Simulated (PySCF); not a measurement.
# MNCl across group 4

Level: PBE0, basis family def2-TZVP, scalar-relativistic core potentials from Rb on and no relativity for lighter atoms.

Each entry is the lowest minimum that a search over a few typed start shapes (and spin states, where more than one is plausible) found, or that minimum re-optimised at the stated level; isomers with ligand–ligand bonds, or fragments after loss of a ligand pair, can lie lower. Open shells are unrestricted; no spin–orbit coupling; PySCF with density fitting.

```
molecule  2S+1  point group  mean bond to the central atom (Å)  gap (eV)  lowest ω (cm⁻¹)  dipole (D)  highest ω (cm⁻¹)
   ClTiN     1           Cs                              1.910      4.47              190        5.99              1169
   ClZrN     1           Cs                              2.049      3.58              184        7.11              1059
   ClHfN     1           Cs                              2.053      2.75              189        7.27               971
```

Spin–orbit coupling can matter for ClHfN.

Left out of the table are members whose search was unfinished or whose lowest solution was spin-contaminated, unstable, very soft or bonded differently.
